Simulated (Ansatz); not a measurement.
`C[SiH]1CCC1` and `O[SiH]1CCC1` differ in one atom or group.

Ansatz, PBE0-D4/def2-TZVP geometries, multiplicity 1. Each molecule was computed in one conformer, which needn't be the lowest.

| property | `C[SiH]1CCC1` |
| --- | --- |
| LUMO energy (ωB97M-V/def2-TZVPP) / eV | 2.56 |
| HOMO energy (PBE0/def2-TZVPP) / eV | -7.54 |
| HOMO–LUMO gap (PBE/def2-TZVPP) / eV | 6.54 |
| HOMO–LUMO gap (PBE0/def2-TZVPP) / eV | 8.60 |
| size of the dipole moment (B3LYP/def2-TZVPP) / D | 0.62 |
| size of the dipole moment (ωB97M-V/def2-TZVPP) / D | 0.64 |

(1) What does the change do to each property? (Estimate.)

Results:

(1) Ansatz gave: 
```
                                          property  `O[SiH]1CCC1`  shift
             LUMO energy (ωB97M-V/def2-TZVPP) / eV           2.08  -0.48
                HOMO energy (PBE0/def2-TZVPP) / eV          -7.83  -0.29
               HOMO–LUMO gap (PBE/def2-TZVPP) / eV           6.20  -0.34
              HOMO–LUMO gap (PBE0/def2-TZVPP) / eV           8.40  -0.20
  size of the dipole moment (B3LYP/def2-TZVPP) / D           0.86   0.24
size of the dipole moment (ωB97M-V/def2-TZVPP) / D           0.87   0.23
```

With PBE0 the HOMO falls by 0.29 eV and the LUMO falls by 0.49 eV, so the gap narrows by about 0.20 eV. PBE moves the HOMO by -0.18 eV and ωB97M-V by -0.33 eV. Dipoles are sizes alone; their direction can turn.

B3LYP here is the variant with VWN-RPA as its local correlation; programs differ in this.
